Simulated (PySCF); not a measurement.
## Calculated data, F₂HSi

All values are calculated (PySCF 2.14.0). Calculation on a computer-drawn molecule: the log of a Hartree-Fock and frozen-core CCSD(T) single point meant for a local Hartree-Fock minimum, with one planted fault or none, to be diagnosed. Offsets are logged minus clean, where the clean run is the same molecule without the fault. The reference is restricted for singlets and unrestricted otherwise, and also for a bond in bohr or an excited solution. Adding or removing an electron swaps singlet and doublet. The excited solution moves the top pair (singlet) or top alpha electron (doublet) to the lowest empty orbital. Highest occupied and lowest empty are orbital energies over both spins, largest force is the largest gradient component, triples share is (T) over the correlation energy, the T1 limit is 0.02 restricted and 0.045 unrestricted, electrons count all cores, a negative frequency is imaginary (commonest isotopes), and the dipole is about the centre of nuclear charge.

```xyz
4
formula=F2HSi meant_charge=0 meant_multiplicity=2 meant_basis=cc-pV(D+d)Z logged_electrons=33 logged_basis_functions=56 logged_SCF_converged=yes logged_spin_squared=0.8375 logged_highest_occupied=-4.1949 logged_lowest_empty=-2.0513 logged_largest_force=0.065138 logged_dipole_magnitude=2.198 logged_SCF_stable_within_its_kind=no logged_energy_HF=-488.24971 possible_faults=no_fault,one_electron_removed,one_electron_added,multiplicity_raised_by_two,geometry_at_a_saddle_point,SCF_held_on_an_excited_solution,minimal_basis_STO-3G,one_bond_length_entered_in_bohr,all_coordinates_scaled planted_fault=SCF_held_on_an_excited_solution HF_energy_offset_from_clean_run=141.1
F     -1.8542    -1.7763    -4.3793
Si    -0.7455    -1.0188    -3.4987
F     -1.1570     0.5331    -3.4733
H     -0.8172    -1.5381    -2.1197
```

Units: logged_highest_occupied, logged_lowest_empty in eV; logged_largest_force in hartree/bohr; logged_dipole_magnitude in debye; logged_energy_HF in hartree; HF_energy_offset_from_clean_run in kcal/mol.

Drawn bonds:
```
atom  other atom  order
   1           2      1
   2           3      1
   2           4      1
```

Notes: coupled-cluster numbers left out as unreliable.
